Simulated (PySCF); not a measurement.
Compound: C3H7O3S (doublet state).
Geometry (GFN2-xTB, Å), atoms numbered from 1 in this order:
```xyz
14
C3H7O3S angstrom
C     -0.171    1.524    0.386
C     -0.590    0.448   -0.431
C     -1.374   -0.673    0.206
S      1.009   -0.482   -1.003
O      1.947    0.438   -1.583
O      0.661   -1.666   -1.726
O      1.638   -0.929    0.430
H     -0.015    1.374    1.439
H      0.172    2.442   -0.050
H     -0.968    0.740   -1.409
H     -0.902   -0.977    1.137
H     -2.393   -0.352    0.415
H     -1.399   -1.527   -0.466
H      2.386   -0.361    0.628
```

The hyperfine couplings belong to this conformer and change with its torsions.

Identity: `[CH2][C@H](C)S(=O)(=O)O` [radical].

Computed with PySCF, UKS B3LYP, pcH-1 on C H O S, non-relativistic, mean-field spin-orbit, GIAO. Isolated species at its GFN2-xTB geometry (one conformer only). A GFN2-xTB geometry isn't a minimum of the functional, and hyperfine couplings can be far from their values at a DFT geometry. Stability of the SCF solution: not tested.

Question: Match the computed a_iso(13C) values +84.4, -27.0, +13.3 MHz with the sites C1; C2; C3.

Answer: 
```tsv
site	a_iso (MHz)	ρ(0) (bohr⁻³)	position	distance from C1 (Å)	spin population	largest |T| (MHz)
C1	+84.4	+0.0751	largest spin population	0.00	+0.98	148.1
C2	-27.0	-0.0240	1 bond from C1	1.41	-0.11	8.3
C3	+13.3	+0.0118	2 bonds from C1	2.51	+0.01	3.8
```

Question: Match the computed a_iso(17O) values -7.5, -5.1 MHz with the sites O6; O7.

Answer: 
```csv
site,a_iso (MHz),ρ(0) (bohr⁻³),position,distance from C1 (Å),spin population,largest |T| (MHz)
O6,-5.1,+0.0083,3 bonds from C1,3.91,+0.06,24.7
O7,-7.5,+0.0123,3 bonds from C1,3.05,+0.01,4.7
```

ρ(0) is the spin density at the nucleus and T the dipolar tensor; a_iso includes a spin–orbit part; entries for several nuclei are means. The Mulliken spin populations are largest on C1 (+0.98), C2 (-0.11), S4 (+0.09) and O6 (+0.06). C1 is the only atom above +0.15. The angles at C1 add up to 359.0°, so it is planar; its axial dipolar tensor and the negative couplings of its protons fit spin in a p orbital normal to that plane.

Examples of negative spin density at the nucleus (bohr⁻³): C2 (-0.0240), H9 (-0.0128) and H8 (-0.0128).

Class means assume fast exchange of nuclei equivalent by connectivity; if that motion is slow, each nucleus keeps its own coupling. H8 and H9 aren't averaged: C1 is flat or nearly so (angle sum 359°), and its turn about the short C1–C2 bond (1.41 Å) is taken as slow. The three 1H nuclei of mean -2.3 MHz run from -5.4 to 0.8 MHz in the frozen geometry.

Time: 58 s wall. Hardware: an Arm Neoverse V2 with one thread (shared host).
